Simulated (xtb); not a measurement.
xtb input (GFN2-xTB):

```bash
xtb mol.xyz --gfn 2 --ohess tight --chrg 0 --uhf 0
```
mol.xyz:
```
21

C     -2.33803467    -0.95367655    -0.74622733
C     -1.21212021     0.09980406    -0.59043174
C     -1.81219399     1.38401831     0.04197721
C     -0.03779461    -0.44772642     0.19214731
C      1.23038468     0.48465789     0.20983526
C      2.32232549    -0.20478238     0.93729703
C      3.56893865    -0.46266440     0.29510441
H     -1.89750901    -1.81203137    -1.27953142
H     -3.14228856    -0.56003063    -1.38307789
H     -2.65427576    -1.26462122     0.19586874
H     -0.83674494     0.37479630    -1.59768823
H     -2.05063557     1.17283758     1.10317092
H     -1.06927671     2.18584226     0.08124315
H     -2.65200222     1.69198860    -0.47424887
H     -0.30091051    -0.78172075     1.20597988
H      0.27431692    -1.41905355    -0.27813093
H      1.48577212     0.79752863    -0.77002898
H      0.91973922     1.34508055     0.83849558
H      2.18880391    -0.51418894     1.98686929
H      3.71819563    -0.12735022    -0.67182311
H      4.35374180    -0.95227753     0.84189815
```

Output:

```
           -------------------------------------------------
          |                Calculation Setup                |
           -------------------------------------------------

           -------------------------------------------------
          |                 G F N 2 - x T B                 |
           -------------------------------------------------

        Reference                      10.1021/acs.jctc.8b01176
      * Hamiltonian:
        H0-scaling (s, p, d)           1.850000    2.230000    2.230000
        zeta-weighting                 0.500000
      * Dispersion:
        s8                             2.700000
        a1                             0.520000
        a2                             5.000000
        s9                             5.000000
      * Repulsion:
        kExp                           1.500000    1.000000
        rExp                           1.000000
      * Coulomb:
        alpha                          2.000000
        third order                    shell-resolved
        anisotropic                    true
        a3                             3.000000
        a5                             4.000000
        cn-shift                       1.200000
        cn-exp                         4.000000
        max-rad                        5.000000

          ...................................................
          :                      SETUP                      :
          :.................................................:
          :  # basis functions                  42          :
          :  # atomic orbitals                  42          :
          :  # shells                           28          :
          :  # electrons                        42          :
          :  max. iterations                   250          :
          :  Hamiltonian                  GFN2-xTB          :
          :  restarted?                      false          :
          :  GBSA solvation                  false          :
          :  PC potential                    false          :
          :  electronic temp.          300.0000000     K    :
          :  accuracy                    1.0000000          :
          :  -> integral cutoff          0.2500000E+02      :
          :  -> integral neglect         0.1000000E-07      :
          :  -> SCF convergence          0.1000000E-05 Eh   :
          :  -> wf. convergence          0.1000000E-03 e    :
          :  Broyden damping             0.4000000          :
          :  net charge                          0          :
          :  unpaired electrons                  0          :
          ...................................................

 iter      E             dE          RMSdq      gap      omega  full diag
   1    -22.3731511 -0.223732E+02  0.317E+00    4.37       0.0  T
   2    -22.4152607 -0.421096E-01  0.189E+00    4.32       1.0  T
   3    -22.4014598  0.138009E-01  0.131E+00    4.40       1.0  T
   4    -22.4178043 -0.163446E-01  0.625E-01    4.27       1.0  T
   5    -22.4223206 -0.451632E-02  0.918E-02    4.28       1.0  T
   6    -22.4223754 -0.547161E-04  0.431E-02    4.28       1.0  T
[...]
eigval :      798.27   881.29   895.54   933.95   947.16   967.47
eigval :      981.39  1002.08  1025.06  1062.83  1084.55  1146.66
eigval :     1179.56  1186.86  1212.35  1255.71  1275.25  1294.07
eigval :     1323.64  1340.69  1363.84  1409.77  1418.97  1422.96
eigval :     1477.16  1489.68  1500.12  1502.96  1507.54  1513.90
eigval :     1721.13  2923.29  2954.81  2966.63  2974.66  2983.11
eigval :     3025.09  3027.14  3029.97  3033.83  3037.28  3045.49
eigval :     3049.09  3095.80  3121.30
 reduced masses (amu)
   1:  9.85   2:  8.01   3: 10.34   4: 10.10   5: 10.37   6:  9.79   7:  7.44   8:  8.74
   9:  6.97  10:  7.48  11:  1.84  12:  2.02  13:  8.27  14:  7.94  15:  7.41  16:  7.70
  17:  7.47  18:  5.56  19:  3.05  20:  7.91  21:  4.07  22:  4.27  23:  2.74  24:  5.08
  25:  4.82  26:  5.94  27:  2.06  28:  4.56  29:  9.01  30:  7.40  31:  7.46  32:  6.26
  33:  5.26  34:  3.48  35:  2.31  36:  3.17  37:  3.96  38:  4.62  39:  5.19  40:  3.30
  41:  2.44  42:  3.07  43:  2.00  44:  1.89  45:  1.61  46:  1.60  47:  1.60  48:  1.53
  49: 11.21  50:  1.74  51:  1.87  52:  1.89  53:  1.53  54:  1.64  55:  1.89  56:  1.91
  57:  1.92  58:  1.78  59:  1.29  60:  1.49  61:  1.81  62:  1.55  63:  2.07
 IR intensities (km·mol⁻¹)
   1:  0.02   2:  0.00   3:  0.01   4:  0.01   5:  0.00   6:  0.01   7:  0.02   8:  0.03
   9:  0.02  10:  0.08  11:  0.01  12:  0.01  13:  0.06  14:  0.04  15:  0.11  16:  0.91
  17:  1.81  18:  1.79  19:  6.58  20:  2.32  21: 12.02  22:  0.16  23:  2.50  24:  1.58
  25:  1.22  26:  2.33  27: 12.33  28:  4.60  29:  2.63  30:  3.21  31:  0.95  32:  8.47
  33:  7.36  34:  0.24  35:  0.26  36:  0.72  37:  3.99  38:  7.85  39:  0.57  40:  3.59
  41:  1.95  42:  3.27  43:  0.36  44:  0.55  45:  0.11  46:  0.97  47:  2.00  48:  3.98
  49: 16.18  50: 38.81  51:  1.82  52: 70.05  53: 22.96  54: 57.69  55:  0.79  56: 12.57
  57: 94.33  58: 68.17  59: 45.66  60: 35.92  61: 52.77  62: 24.73  63: 62.21
 Raman intensities (Ä⁴*amu⁻¹)
Molecule has no symmetry elements
It seems to be the C1 point group
   1:  0.00   2:  0.00   3:  0.00   4:  0.00   5:  0.00   6:  0.00   7:  0.00   8:  0.00
   9:  0.00  10:  0.00  11:  0.00  12:  0.00  13:  0.00  14:  0.00  15:  0.00  16:  0.00
  17:  0.00  18:  0.00  19:  0.00  20:  0.00  21:  0.00  22:  0.00  23:  0.00  24:  0.00
  25:  0.00  26:  0.00  27:  0.00  28:  0.00  29:  0.00  30:  0.00  31:  0.00  32:  0.00
  33:  0.00  34:  0.00  35:  0.00  36:  0.00  37:  0.00  38:  0.00  39:  0.00  40:  0.00
  41:  0.00  42:  0.00  43:  0.00  44:  0.00  45:  0.00  46:  0.00  47:  0.00  48:  0.00
  49:  0.00  50:  0.00  51:  0.00  52:  0.00  53:  0.00  54:  0.00  55:  0.00  56:  0.00
  57:  0.00  58:  0.00  59:  0.00  60:  0.00  61:  0.00  62:  0.00  63:  0.00
 output can be read by thermo (or use thermo option).
 writing <g98.out> molden fake output.
 recommended (thermochemical) frequency scaling factor: 1.0
           -------------------------------------------------
          |             Thermodynamic Functions             |
           -------------------------------------------------

c1  symmetry found (for desy threshold:  0.10E+00) used in thermo

          ...................................................
          :                      SETUP                      :
          :.................................................:
          :  # frequencies                          57      :
          :  # imaginary freq.                       0      :
          :  linear?                             false      :
          :  only rotor calc.                    false      :
          :  symmetry                               c1      :
          :  rotational number                       1      :
          :  scaling factor                  1.0000000      :
          :  rotor cutoff                   50.0000000 cm⁻¹ :
          :  imag. cutoff                  -20.0000000 cm⁻¹ :
          :.................................................:

    mode    ω/cm⁻¹     T·S(HO)/kcal·mol⁻¹    T·S(FR)/kcal·mol⁻¹   T·S(vib)
   ------------------------------------------------------------------------
       1     48.60    -1.45301 ( 47.17%)    -1.06465 ( 52.83%)    -1.24784
       2     63.13    -1.29900 ( 71.76%)    -0.98725 ( 28.24%)    -1.21097
       3    102.91    -1.01324 ( 94.72%)    -0.84257 (  5.28%)    -1.00423
       4    170.84    -0.72337 ( 99.27%)    -0.69247 (  0.73%)    -0.72314
       5    206.99    -0.61719 ( 99.66%)    -0.63563 (  0.34%)    -0.61725
       6    233.57    -0.55197 ( 99.79%)    -0.59984 (  0.21%)    -0.55207
       7    296.68    -0.42802 ( 99.92%)    -0.52901 (  0.08%)    -0.42810
   ------------------------------------------------------------------------

   temp. (K)  partition function   enthalpy   heat capacity  entropy
                                   cal/mol     cal/K/mol   cal/K/mol   J/K/mol
 298.15  VIB   557.                 4058.543     26.146     25.165
         ROT  0.333E+06              888.752      2.981     28.248
         INT  0.185E+09             4947.295     29.127     53.413
         TR   0.941E+27             1481.254      4.968     39.645
         TOT                        6428.5489    34.0952    93.0588   389.3579

       T/K    H(0)-H(T)+PV         H(T)/Eh          T*S/Eh         G(T)/Eh
   ------------------------------------------------------------------------
    298.15    0.102445E-01    0.201201E+00    0.442152E-01    0.156986E+00
   ------------------------------------------------------------------------

         :::::::::::::::::::::::::::::::::::::::::::::::::::::
         ::                  THERMODYNAMIC                  ::
         :::::::::::::::::::::::::::::::::::::::::::::::::::::
         :: total free energy         -21.943763196678 Eh   ::
         ::.................................................::
         :: total energy              -22.100749331830 Eh   ::
         :: zero point energy           0.190956813834 Eh   ::
         :: G(RRHO) w/o ZPVE           -0.033970678682 Eh   ::
         :: G(RRHO) contrib.            0.156986135151 Eh   ::
         :::::::::::::::::::::::::::::::::::::::::::::::::::::
Note: The following floating-point exceptions are signalling: IEEE_UNDERFLOW_FLAG IEEE_DENORMAL
normal termination of xtb

optimized geometry written to: xtbopt.xyz

           -------------------------------------------------
          | TOTAL ENERGY              -22.100749331830 Eh   |
          | TOTAL ENTHALPY            -21.899547973271 Eh   |
          | TOTAL FREE ENERGY         -21.943763196678 Eh   |
          | GRADIENT NORM               0.000150111846 Eh/α |
          | HOMO-LUMO GAP               5.378509151185 eV   |
           -------------------------------------------------

------------------------------------------------------------------------
------------------------------------------------------------------------
 total:
 SCF:
 ANC optimizer:
 analytical hessian:
```
